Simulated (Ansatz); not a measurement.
The molecule AlO, multiplicity 2 (the spin of the measured ground state). The T1 diagnostic near the minimum is 0.104, so single-reference values are doubtful.

Constants: fifth-degree fit in 1/R to seven points, most abundant isotopes. In def2 and cc sets the state is the lowest found near the PBE0 minimum, followed along R.

Cores are frozen in the correlated methods.

The values were computed with Ansatz (a first-principles code) with Gaussian orbitals. 

Quantity: r_e, from seven points a level.

Costs are ratios of core time to PBE/def2-TZVPP (roughly 9 s), for whole runs (searches for the state included, and forces where a run took them) on one shared machine, so rough; each error counts from the measured 1.6179 Å [Huber and Herzberg (1979), NIST Chemistry WebBook].

| level | basis functions | cost | error (Å) |
|---|---|---|---|
| SVWN5/def2-TZVPP | 73 | ×0.7 | -0.005 |
| B2PLYP/def2-TZVPP | 73 | ×1 | -0.017 |
| PBE/def2-TZVPP | 73 | ×1 | 0.015 |
| PBE0/def2-TZVPP | 73 | ×1 | 0.000 |
| B3LYP/def2-TZVPP | 73 | ×1 | 0.008 |
| BHLYP/def2-TZVPP | 73 | ×1 | 0.004 |
| CAM-B3LYP/def2-TZVPP | 73 | ×1 | -0.003 |
| wB97X-V/def2-TZVPP | 73 | ×2 | 0.000 |
| r2SCAN/def2-TZVPP | 73 | ×2 | 0.001 |
| wB97M-V/def2-TZVPP | 73 | ×2 | 0.005 |
| B97M-V/def2-TZVPP | 73 | ×3 | -0.004 |
